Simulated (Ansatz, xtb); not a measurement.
# Relative energy of two isomers of Cl2H3Si2

Structure I is `[SiH3][Si](Cl)Cl`, a doublet and structure II is `Cl[SiH][SiH2]Cl`, a doublet. Both are isolated molecules in the gas phase, relaxed with B3LYP-D3(BJ)/def2-SVP; the shapes shown needn't be the lowest conformers.

I (Å):

```xyz
7

Cl    1.8931    0.9229    2.9275
Cl   -1.1093   -0.6430    3.2403
Si   -0.3569    0.9833    0.1225
Si   -0.1463    1.0512    2.4798
H     0.2517   -0.2771   -0.3925
H    -1.8054    1.0338   -0.2214
H     0.3481    2.1655   -0.4473
```

II (Å):

```xyz
7

Cl   -2.6792    0.9722    0.1933
Cl   -0.3390   -0.3332    3.3655
Si   -0.8484    1.8838    0.6151
Si    0.5612    0.2750    1.5890
H    -0.3044    2.4460   -0.6634
H     0.7411   -0.9237    0.7221
H     1.8890    0.8786    1.8910
```

Estimate E(II) − E(I) at the level CCSD(T)/def2-SVP + ΔMP2/def2-TZVPP.

Calculated at CCSD(T)/def2-SVP + ΔMP2/def2-TZVPP: E(II) − E(I) = +0.123 eV, so structure I lies lower.

Level by level:

```
                             level               geometry  E(II) − E(I) (eV)  departure from the last row (eV)  job, with rough time for the two
                          GFN2-xTB               GFN2-xTB              −0.009                            −0.132              optimisation, 0.16 s
                         HF/STO-3G               GFN2-xTB              +0.270                            +0.147              single point, 0.74 s
                r2SCAN-D4/def2-SVP               GFN2-xTB              +0.227                            +0.104               single point, 4.3 s
             B3LYP-D3(BJ)/def2-SVP  B3LYP-D3(BJ)/def2-SVP              +0.201                            +0.078                optimisation, 57 s
                       HF/def2-SVP  B3LYP-D3(BJ)/def2-SVP              +0.068                            −0.055           part of the CCSD(T) run
                      MP2/def2-SVP  B3LYP-D3(BJ)/def2-SVP              +0.134                            +0.011           part of the CCSD(T) run
                  CCSD(T)/def2-SVP  B3LYP-D3(BJ)/def2-SVP              +0.140                            +0.017                      single point
CCSD(T)/def2-SVP + ΔMP2/def2-TZVPP  B3LYP-D3(BJ)/def2-SVP              +0.123                                                  single point, 31 s
```

As drawn, both hold the same kinds of bond in the same numbers.

GFN2-xTB finds them nearly level. The largest departure from CCSD(T)/def2-SVP + ΔMP2/def2-TZVPP is that of HF/STO-3G, 0.147 eV. The last row adds to CCSD(T) the change of the MP2 difference between the two basis sets, here −0.017 eV.

With harmonic frequencies from B3LYP-D3(BJ)/def2-SVP (ideal gas, rigid rotor, one conformer each, 200 K, 1 atm): on the last row, ΔE + ΔZPE = +0.130 eV. A mode under 50 cm⁻¹ makes harmonic enthalpies and free energies unreliable, so none is given.

Open shells are spin-unrestricted. The correlated steps freeze 20 core orbitals. Programs: Ansatz 0.2.0, xtb 6.7.1; the last row on 2 threads of Intel(R) Xeon(R) Platinum 8375C CPU @ 2.90GHz (Ice Lake) on a shared host.
